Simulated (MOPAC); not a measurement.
MOPAC input (PM6):

```
PM6 1SCF UHF MS=0.5 GEO-OK AUX(PRECISION=9) THREADS=1
CH5Ge

Ge    0.20561800 1    0.18195600 1   -0.21402900 1
C    -0.93860200 1   -0.82525700 1    0.96663900 1
H     1.61218000 1    0.35669700 1    0.39971100 1
H     0.35780400 1   -0.55646700 1   -1.55579600 1
H    -0.38811200 1    1.58131300 1   -0.45497300 1
H    -1.53709300 1   -0.34655000 1    1.73158800 1
H    -0.99295400 1   -1.90604000 1    0.92854800 1
```

From the output:

```
                                                       MOPAC v23.2.5 Linux

          FINAL HEAT OF FORMATION =         45.39040 KCAL/MOL =     189.91343 KJ/MOL

          COSMO AREA              =         96.38 SQUARE ANGSTROMS
          COSMO VOLUME            =         82.57 CUBIC ANGSTROMS

          IONIZATION POTENTIAL    =          9.717935 EV
          ALPHA SOMO LUMO (EV)    =         -9.718  1.420
          BETA  SOMO LUMO (EV)    =        -11.514  0.671
          NO. OF ALPHA ELECTRONS  =          7
          NO. OF BETA  ELECTRONS  =          6
          MOLECULAR WEIGHT        =         89.6405         POINT GROUP:  Cs

          MOLECULAR DIMENSIONS (Angstroms)

            Atom       Atom       Distance
            H     7    H     5     3.80021
            H     6    H     4     3.56883
            H     3    H     4     2.10095

          SCF CALCULATIONS        =          1

   ATOM   CHEMICAL          X               Y               Z
  NUMBER   SYMBOL      (ANGSTROMS)     (ANGSTROMS)     (ANGSTROMS)

     1      Ge          0.20561800  *   0.18195600  *  -0.21402900  *
     2       C         -0.93860200  *  -0.82525700  *   0.96663900  *
     3       H          1.61218000  *   0.35669700  *   0.39971100  *
     4       H          0.35780400  *  -0.55646700  *  -1.55579600  *
     5       H         -0.38811200  *   1.58131300  *  -0.45497300  *
     6       H         -1.53709300  *  -0.34655000  *   1.73158800  *
     7       H         -0.99295400  *  -1.90604000  *   0.92854800  *

                             CARTESIAN COORDINATES

   1   Ge        0.205618000     0.181956000    -0.214029000
   2    C       -0.938602000    -0.825257000     0.966639000
   3    H        1.612180000     0.356697000     0.399711000
   4    H        0.357804000    -0.556467000    -1.555796000
   5    H       -0.388112000     1.581313000    -0.454973000
   6    H       -1.537093000    -0.346550000     1.731588000
   7    H       -0.992954000    -1.906040000     0.928548000

           Empirical Formula: C H5 Ge  =     7 atoms

      MOLECULAR POINT GROUP   :   Cs

          ALPHA EIGENVALUES
 -22.87154 -18.62127 -14.49189 -12.23229 -11.92632 -11.62653  -9.71794   1.42015
   2.44327   2.51095   3.39209   6.03759   6.30723

           BETA EIGENVALUES
 -22.45353 -18.50353 -14.17848 -11.89855 -11.56716 -11.51357   0.67084   1.86107
   2.53360   2.67250   3.49391   6.27388   6.55471

              NET ATOMIC CHARGES AND DIPOLE CONTRIBUTIONS

  ATOM NO.   TYPE          CHARGE      No. of ELECS.   s-Pop       p-Pop
    1         Ge          -0.257929        4.2579     1.19990     3.05803
    2          C          -0.365815        4.3658     1.17119     3.19462
    3          H           0.111605        0.8884     0.88840
    4          H           0.107267        0.8927     0.89273
    5          H           0.107267        0.8927     0.89273
    6          H           0.148802        0.8512     0.85120
    7          H           0.148802        0.8512     0.85120
 DIPOLE           X         Y         Z       TOTAL
 POINT-CHG.     0.435     0.334    -0.354     0.652
 HYBRID        -0.123    -0.121     0.152     0.231
 SUM            0.311     0.212    -0.202     0.427

          ATOMIC ORBITAL ELECTRON POPULATIONS

     Atom    s        px        py        pz
    1 Ge   1.19990   1.01701   1.02736   1.01366
    2  C   1.17119   1.03052   1.11546   1.04864
    3  H   0.88840
    4  H   0.89273
    5  H   0.89273
    6  H   0.85120
    7  H   0.85120

                    (SZ)    =    0.500000
                    (S**2)  =    0.757057

          ATOMIC ORBITAL SPIN POPULATIONS

    Atom   Total    s     px     py     pz
         Atomic
    1 Ge -0.0894 -0.011 -0.032 -0.019 -0.027
    2  C  1.1129  0.030  0.583  0.052  0.449
    3  H  0.0307  0.031
    4  H  0.0092  0.009
    5  H  0.0092  0.009
    6  H -0.0363 -0.036
    7  H -0.0363 -0.036

 **********************
 *                    *
 * JOB ENDED NORMALLY *
 *                    *
 **********************

 == MOPAC DONE ==
```

The geometry given is a B3LYP-D3(BJ)/def2-TZVP minimum.
